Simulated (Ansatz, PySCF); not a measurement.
This Ansatz (a quantum-chemistry and plane-wave program) input computes a CCSD(T)/cc-pVDZ energy:

Ansatz 0.2 input:
```yaml
crystal:
  periodic: [false, false, false]
  atoms:
    - {symbol: O, position_ang: [1.12597235, 0.31349809, -0.45928207]}
    - {symbol: B, position_ang: [0.00766325, -0.00083978, 0.02086262]}
    - {symbol: O, position_ang: [-1.16366227, -0.30936783, 0.35667418]}
    - {symbol: H, position_ang: [2.03405412, -0.00587611, -0.34018973]}
    - {symbol: H, position_ang: [-1.77085104, -0.02296707, 1.05673972]}
basis:
  gaussian:
    orbitals: cc-pVDZ
total_charge: 1
magnetization: {spin_polarized: false}
correlation: {method: ccsd_t, electrons: outside_noble_gas}
```

### Question
Write an input for the same energy in PySCF and say what it gives.

### Answer

```python
from pyscf import gto, scf, mp, cc as ccmod

mol = gto.M(
    atom='''
    O     1.12597235    0.31349809   -0.45928207
    B     0.00766325   -0.00083978    0.02086262
    O    -1.16366227   -0.30936783    0.35667418
    H     2.03405412   -0.00587611   -0.34018973
    H    -1.77085104   -0.02296707    1.05673972
    ''',
    basis='cc-pvdz',
    charge=1,
    spin=0,
    verbose=4,
)

mf = scf.RHF(mol)
mf.conv_tol = 1e-10
mf.max_cycle = 100
mf.kernel()
mp2 = mp.MP2(mf, frozen=3).run()
cc = ccmod.CCSD(mf, frozen=3)
cc.max_cycle = 100
cc.kernel()
et = cc.ccsd_t()
print(f'E(CCSD(T)) = {cc.e_tot + et:.9f}')
```
It gives -175.85233 Eh, and Ansatz -175.85232 Eh, a difference of 0.01 mEh.
